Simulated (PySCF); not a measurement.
Spectra and structures to be paired. Method used: PySCF, TDDFT CAM-B3LYP/def2-SVPD, vertical, gas phase, core orbitals frozen in the response. Geometries: PBE0-D3(BJ)/def2-SVP; one conformer of each isolated species. Triplets are in the Tamm–Dancoff approximation. Relativistic effects are left out although some hold elements past zinc.

A. `C=C/C=C/NC(C)=O`
B. `C[O][GeH3]`
C. `B(N)(N)F`
D. `[C@@H](OC)(F)[Se](CC)(=O)=O`
E. `C=C1CC(NC=O)C1`

Lowest singlet levels (six at most, fewer where fewer were computed) with oscillator strengths:

1. 5.05 eV (f 1.014); 5.43 eV (f 0.001); 5.59 eV (f 0.000); 6.28 eV (f 0.000); 6.45 eV (f 0.010); 6.58 eV (f 0.023); T1 2.90 eV
2. 6.62 eV (f 0.000); 7.36 eV (f 0.052); 7.54 eV (f 0.029); 8.02 eV (f 0.004); 8.21 eV (f 0.047); 8.36 eV (f 0.002); T1 6.25 eV
3. 6.26 eV (f 0.000); 7.34 eV (f 0.083); 7.94 eV (f 0.000); 8.34 eV (f 0.004); 8.57 eV (f 0.000); 8.76 eV (f 0.000); T1 6.02 eV
4. 5.73 eV (f 0.001); 6.71 eV (f 0.005); 6.88 eV (f 0.447); 7.00 eV (f 0.070); 7.14 eV (f 0.085); 7.25 eV (f 0.002)
5. 6.60 eV (f 0.069); 6.76 eV (f 0.019); 6.93 eV (f 0.001); 7.16 eV (f 0.049); 7.50 eV (f 0.176); 7.72 eV (f 0.012); T1 5.84 eV

Problem. Match each spectrum to its molecule.

Solution. 1 = A, 2 = B, 3 = C, 4 = E, 5 = D.
- A: S1 at 5.05 eV, HOMO→LUMO (97%); Löwdin shares by element: HOMO carbon 56% or more, nitrogen 15% (atoms not listed hold the other 29%); LUMO carbon 60% or more (atoms not listed hold the other 40%); HOMO -7.28 and LUMO 0.10 eV.
- B: S1 at 6.62 eV, HOMO→LUMO (66%), HOMO→LUMO+1 (29%); Löwdin shares by element: HOMO oxygen 58%, carbon 13%, germanium 9%, hydrogen 6% or more; LUMO (one of a set within 0.03 eV) germanium 44%, hydrogen 17% or more, carbon 12% (atoms not listed hold the other 26%); HOMO -9.23 and LUMO 0.94 eV; point group Cs, 1 of its 6 listed states under f = 0.0005.
- C: S1 at 6.26 eV, HOMO→LUMO (94%); Löwdin shares by element: HOMO nitrogen 77%, boron 9%; LUMO boron 56%, hydrogen 24% or more (atoms not listed hold the other 20%); HOMO -8.70 and LUMO 0.81 eV; point group C2v, 4 of its 6 listed states under f = 0.0005.
- D: S1 at 6.60 eV, HOMO→LUMO (55%), HOMO→LUMO+1 (18%), HOMO→LUMO+2 (10%); Löwdin shares by element: HOMO oxygen 51% or more, selenium 12%, carbon 11% or more (atoms not listed hold the other 26%); LUMO selenium 23%, oxygen 19% or more, carbon 11% or more (atoms not listed hold the other 48%); HOMO -9.47 and LUMO 0.58 eV.
- E: S1 at 5.73 eV, HOMO-2→LUMO+3 (87%); Löwdin shares by element: HOMO carbon 81% or more (atoms not listed hold the other 19%); LUMO carbon 28% or more, hydrogen 22% or more (atoms not listed hold the other 50%); HOMO -8.70 and LUMO 0.88 eV.
B and D have S1 within 0.03 eV of each other; their strongest listed levels stand at 7.36 eV (f 0.052) and 7.50 eV (f 0.176).
